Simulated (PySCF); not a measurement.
## Structure from 2D NMR

Compound of formula C3H10BN. Correlations simulated from computed shifts and couplings:

HSQC (one-bond C–H):
```csv
δH,δC,"1J(C,H) (Hz)"
6.22,145.1,164
5.47,117.7,175
5.09,117.7,161
3.36,52.3,147
```

COSY cross peaks (|J| ≥ 2 Hz):
```csv
δH,δH,abs. J (Hz),bonds
6.22,5.47,12.7,3
6.22,5.09,19.2,3
6.22,3.36,3.8,3
5.47,3.36,3.3,4
5.09,3.36,3.4,4
```

HMBC (two and three bonds, |J| ≥ 2.5 Hz):
```csv
δH,δC [abs. J in Hz]
6.22,52.3 [9.2]
5.47,52.3 [10.9]
5.09,52.3 [6.6]
3.36,"145.1 [5.8], 117.7 [6.2]"
2.14,52.3 [7.4]
```

[PySCF 2.14: couplings computed with B3LYP/pcJ-1 (spin–dipole term only in couplings to heteroatoms); structure optimised with PBE0-D3(BJ)/def2-SVP; GIAO PBE0/pcSseg-1 shieldings; relativity neglected; fast rotation and ring inversion assumed for equivalent nuclei; no solvent; a single conformation]

δ = σ(ref) − σ, references computed at the same level: 1H and 13C against TMS.

Exchangeable hydrogens are left out of these lists, and C,H couplings along chains are those of one rotamer, so weak HMBC peaks may be missing or extra.

**Question.** Which molecule is this?

**Answer.** `[NH2+]([BH3-])CC=C`.

Numbering as in the mapped SMILES `[BH3-:1][NH2+:2][CH2:3][CH:4]=[CH2:5]`. Each H is labelled by its parent atom. Ha(C5) is cis to C3; Hb(C5) is trans to C3.

- δC 145.1 is C4, an alkene CH (δH 6.22).
- δC 117.7 is C5, a terminal =CH2 carbon (δH 5.09, 5.47).
- δC 52.3 is C3, an allylic sp3 CH2 bonded to N (δH 3.36).
- COSY links 6.22–5.47, 6.22–5.09, 6.22–3.36, 5.47–3.36, 5.09–3.36.

OH and NH positions are those of a molecule without intermolecular hydrogen bonds; in solution they move with solvent, concentration and temperature, and exchange usually removes their couplings. Hydrogens on boron are broadened and split by 11B (spin 3/2, 80 %) and 10B (spin 3). Unscaled 3J(H,H) at this level run about 10 % above measured values. Shifts are as computed. Against solution values, carbons near 30 ppm lie about +2 ppm off and those near 130 ppm about +5 ppm. Of 1309 compounds with measured shifts, 239 miss one by over three times the rms of a fit or turn the order of signals round; such compounds aren't used in these exercises. Couplings across =CH–CH2 type bonds come from one rotamer and its mirror image, and can be 1–2 Hz further off. Chain 3J(H,H) values assume equally populated staggered rotamers: (2 J gauche + J anti)/3.
